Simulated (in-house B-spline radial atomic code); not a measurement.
The outermost shell (largest non-relativistic mean radius) with and without relativity; Dirac values are averaged over j. Computed with a radial B-spline atomic code at the basis-set limit: non-relativistic Hartree-Fock and Dirac-Hartree-Fock, averages of the configuration (point nuclei without relativity, finite nuclei with it).

| ion | configuration | outermost shell | radius non-relativistic (bohr) | radius Dirac (bohr) | radius change (%) | level non-relativistic (eV) | level Dirac (eV) | spin-orbit splitting (eV) |
| --- | --- | --- | --- | --- | --- | --- | --- | --- |
| Cl | [Ne] 3s2 3p5 | 3p | 1.842 | 1.8415 | -0.030546 | -13.780 | -13.763 | 0.14123 |
| Ca | [Ar] 4s2 | ? | ? | ? | ? | ? | ? | ? |
| Ti | [Ar] 3d2 4s2 | 4s | 3.7662 | 3.741 | -0.6681 | -6.038 | -6.0857 | - |
| Ag | [Kr] 4d10 5s1 | ? | ? | ? | ? | ? | ? | ? |
| Os | [Xe] 4f14 5d6 6s2 | 6s | 3.6037 | 3.1731 | -11.95 | -6.556 | -7.867 | - |

(1) Fill in the row of Ca.

(2) Fill in the row of Ag.

(3) Which member changes most?

## Answers

(1) outermost shell: 4s; radius non-relativistic (bohr): 4.2185; radius Dirac (bohr): 4.2021; radius change (%): -0.38902; level non-relativistic (eV): -5.321; level Dirac (eV): -5.3419.

(2) outermost shell: 5s; radius non-relativistic (bohr): 3.6565; radius Dirac (bohr): 3.4512; radius change (%): -5.6152; level non-relativistic (eV): -5.986; level Dirac (eV): -6.4533.

(3) Osmium (Os): its 6s shell contracts by 12.0 %.
